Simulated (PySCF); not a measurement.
## How methods differ on the ionisation energy of As(25+)

As(25+) [He] 2s2 2p4 [2p1/2^2 2p3/2^2, M_J = 2] → As(26+) [He] 2s2 2p3 [2p1/2^2 2p3/2^1, M_J = 3/2], as a difference of total energies. Calculation: PySCF 2.14, in an uncontracted even-tempered set (17 s from 7.8 bohr⁻², ratio 2.4; 12 p from 10 bohr⁻², ratio 2.4; 5 d from 39 bohr⁻², ratio 2.6; 4 f from 59 bohr⁻², ratio 2.6); the two-component X2C-1e Hamiltonian. Correlated levels: nothing frozen; the 34 highest virtual spinors dropped. "Screened" scales the spin-orbit matrix elements by Boettger's factors to mimic the two-electron term; Breit and QED terms are absent.

```tsv
method	ionisation energy (eV)
GHF (spin-free)	2619.8
GMP2 (spin-free)	2621.4
GHF (screened spin-orbit)	2625.2
GMP2 (screened spin-orbit)	2625.8
```

For this ion Breit and QED terms and the two-electron picture change, all absent here, outweigh the correlation shift from GHF to GMP2.

The spin-free rows relax to the high-spin LS determinant and lack the spin-orbit shift.

The labels give the starting determinants; with spin-orbit coupling the two ends relaxed to ⟨J²⟩ = 6.00, ⟨L²⟩ = 2.75, ⟨S²⟩ = 1.63 and ⟨J²⟩ = 3.76, ⟨L²⟩ = 0.97, ⟨S²⟩ = 2.64.

For comparison: 2626 ± 6 eV (semi-empirical (NIST evaluation); NIST Atomic Spectra Database, ionization energies).
